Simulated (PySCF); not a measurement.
C₃H₈O₂Si. Atoms are numbered in the order given.

```xyz
14

O      2.6650    -0.0358     0.5299
C      1.7645     0.0788    -0.5731
Si     0.0238     0.4401     0.0896
C     -1.0663    -0.9477     0.7995
O     -2.1837    -0.4638     0.0157
C     -1.5649     0.3967    -0.9672
H      2.7204     0.8334     0.9497
H      2.1037     0.8259    -1.3218
H      1.7761    -0.8941    -1.0931
H      0.1518     1.6394     0.9806
H     -0.7752    -1.9765     0.5031
H     -1.3245    -0.9638     1.8717
H     -2.1626     1.3129    -1.1127
H     -1.4727    -0.1084    -1.9511
```

Coordinates come from a r2SCAN-D4/def2-SVP optimisation. The structure was generated by enumeration, and PubChem lists no compound with its InChIKey, so it may never have been made. The values are those of a single conformer.

Calculation: TDA-PBE/def2-SVPD in PySCF.

Vertical excitations. 

```json
[
 {"state": "S1", "energy (eV)": "4.87", "λ (nm)": "255", "f": "0.004", "main pairs": "HOMO→LUMO 99 %"},
 {"state": "S2", "energy (eV)": "5.22", "λ (nm)": "237", "f": "0.001", "main pairs": "HOMO→LUMO+1 99 %"},
 {"state": "S3", "energy (eV)": "5.46", "λ (nm)": "227", "f": "0.008", "main pairs": "HOMO−1→LUMO 97 %"},
 {"state": "S4", "energy (eV)": "5.73", "λ (nm)": "217", "f": "0.003", "main pairs": "HOMO−1→LUMO+1 71 %, HOMO→LUMO+2 27 %"},
 {"state": "S5", "energy (eV)": "5.73", "λ (nm)": "216", "f": "0.010", "main pairs": "HOMO→LUMO+2 72 %, HOMO−1→LUMO+1 27 %"},
 {"state": "S6", "energy (eV)": "6.13", "λ (nm)": "202", "f": "0.017", "main pairs": "HOMO→LUMO+3 90 %"},
 {"state": "S7", "energy (eV)": "6.22", "λ (nm)": "199", "f": "0.001", "main pairs": "HOMO−1→LUMO+2 98 %"},
 {"state": "S8", "energy (eV)": "6.32", "λ (nm)": "196", "f": "0.001", "main pairs": "HOMO→LUMO+4 91 %"},
 {"state": "S9", "energy (eV)": "6.41", "λ (nm)": "193", "f": "0.006", "main pairs": "HOMO−2→LUMO 82 %, HOMO−3→LUMO 15 %"},
 {"state": "S10", "energy (eV)": "6.60", "λ (nm)": "188", "f": "0.004", "main pairs": "HOMO−1→LUMO+3 72 %, HOMO→LUMO+5 25 %"},
 {"state": "T1", "energy (eV)": "4.74", "λ (nm)": "261", "f": "0", "main pairs": "HOMO→LUMO 98 %"},
 {"state": "T2", "energy (eV)": "5.08", "λ (nm)": "244", "f": "0", "main pairs": "HOMO→LUMO+1 99 %"},
 {"state": "T3", "energy (eV)": "5.16", "λ (nm)": "240", "f": "0", "main pairs": "HOMO−1→LUMO 98 %"},
 {"state": "T4", "energy (eV)": "5.57", "λ (nm)": "223", "f": "0", "main pairs": "HOMO−1→LUMO+1 95 %"}
]
```
Triplets are in the Tamm–Dancoff approximation.
